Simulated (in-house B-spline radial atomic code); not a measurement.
Ionisation energies with and without relativity, with size and susceptibility from the Dirac run. Dirac energy differences include first-order Breit, QED and recoil terms. NIST's values go from ground level to ground level; the uncertainty of those that are theory runs from under 0.1 % in few-electron ions to several per cent in heavy many-electron ones. Computed with a B-spline radial code for spherical atoms: non-relativistic Hartree-Fock and Dirac-Hartree-Fock, averages of the configuration (point nuclei without relativity, finite nuclei with it).

```csv
ion,configuration,configuration after,ionisation non-relativistic (eV),ionisation Dirac Breit and QED (eV),tabulated value (eV),tabulated kind,radius at density 0.001 (bohr),diamagnetic susceptibility (10⁻⁶ cm³/mol)
Co5+,[Ar] 3d4,[Ar] 3d3,100.34,99.88,102,semi-empirical,2.282,-7.4074
Ni5+,[Ar] 3d5,[Ar] 3d4,103.73,103.22,108,semi-empirical,2.259,-7.4128
Cu5+,[Ar] 3d6,[Ar] 3d5,107.07,106.52,103,semi-empirical,2.234,-7.3985
Zn5+,[Ar] 3d7,[Ar] 3d6,110.37,109.77,108,semi-empirical,2.208,-7.369
Ga5+,[Ar] 3d8,[Ar] 3d7,113.64,112.98,112.7,tabulated theory,2.183,-7.3277
Ge5+,[Ar] 3d9,[Ar] 3d8,?,?,?,semi-empirical,?,?
As5+,[Ar] 3d10,[Ar] 3d9,120.07,119.29,121.19,measured,2.132,-7.2196
Se5+,[Ar] 3d10 4s1,[Ar] 3d10,?,?,?,measured,?,?
Br5+,[Ar] 3d10 4s2,[Ar] 3d10 4s1,?,?,?,measured,?,?
Kr5+,[Ar] 3d10 4s2 4p1,[Ar] 3d10 4s2,76.58,76.83,78.49,semi-empirical,2.865,-10.939
Rb5+,[Ar] 3d10 4s2 4p2,[Ar] 3d10 4s2 4p1,81.37,81.64,82.9,tabulated theory,2.874,-11.871
Sr5+,[Ar] 3d10 4s2 4p3,[Ar] 3d10 4s2 4p2,86.22,86.53,88,tabulated theory,2.852,-12.584
Zr5+,[Ar] 3d10 4s2 4p5,[Ar] 3d10 4s2 4p4,96.15,96.54,96.38,semi-empirical,2.772,-13.534
Nb5+,[Ar] 3d10 4s2 4p6,[Ar] 3d10 4s2 4p5,101.23,101.67,102.069,semi-empirical,2.725,-13.834
Mo5+,[Kr] 4d1,[Ar] 3d10 4s2 4p6,68.18,67.52,68.82704,measured,2.801,-14.603
```

Problem. Fill in the row of Ge5+.

Solution. ionisation non-relativistic (eV): 116.87; ionisation Dirac Breit and QED (eV): 116.15; tabulated value (eV): 115.9; radius at density 0.001 (bohr): 2.157; diamagnetic susceptibility (10⁻⁶ cm³/mol): -7.2772.

Problem. Fill in the row of Se5+.

Solution. ionisation non-relativistic (eV): 79.60; ionisation Dirac Breit and QED (eV): 80.72; tabulated value (eV): 81.83; radius at density 0.001 (bohr): 2.684; diamagnetic susceptibility (10⁻⁶ cm³/mol): -8.6103.

Problem. Fill in the row of Br5+.

Solution. ionisation non-relativistic (eV): 84.06; ionisation Dirac Breit and QED (eV): 85.28; tabulated value (eV): 87.39; radius at density 0.001 (bohr): 2.779; diamagnetic susceptibility (10⁻⁶ cm³/mol): -9.7259.
